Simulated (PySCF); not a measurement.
A GIAO shielding run with PySCF (density fitting, non-relativistic, gas phase) on `InChI=1S/C6H13NOSi/c9-8-6-5-7-3-1-2-4-7/h5-6H,1-4H2,9H3/b6-5+`:

```
$ OMP_NUM_THREADS=1 python probes_run.py task.json out

{"job": {"kind": "nmr", "xc": "PBE0", "basis": "pcSseg-1"}, "charge": 0, "multiplicity": 1}
Si     4.022300    -0.017973     0.613107
O      3.039845     0.559443    -0.532070
C      1.685667     0.627916    -0.660856
C      0.819801     0.170462     0.244218
N     -0.548375     0.276109     0.180362
C     -1.396082    -0.577097     0.996126
C     -2.589455    -0.912928     0.100915
C     -2.676933     0.314671    -0.802748
C     -1.207120     0.637901    -1.057616
H      5.303836     0.275028    -0.007760
H      3.833501     0.667622     1.896386
H      3.817318    -1.453742     0.839470
H      1.390381     1.115576    -1.577827
H      1.196060    -0.289383     1.147136
H     -1.725748    -0.020862     1.884081
H     -0.865353    -1.471562     1.333043
H     -2.372143    -1.799494    -0.496889
H     -3.500479    -1.089027     0.669226
H     -3.153709     1.137751    -0.269675
H     -3.225895     0.126649    -1.723034
H     -1.041841     1.696077    -1.278136
H     -0.815987     0.046250    -1.899095
```

Hardware: 1 thread of an Arm Neoverse V1, shared host. The job also computes population analyses, field gradients, ring-centre shieldings.

Problem. How large is the calculation?

Solution. 78 electrons, 225 basis functions and 1182 auxiliary functions.

Problem. How long does it take, and how much memory does it need?

Solution. 71 s of wall time, with 14 SCF cycles and 4 response iterations; peak memory 1.1 GiB. Times on a shared host scatter by some tens of per cent.
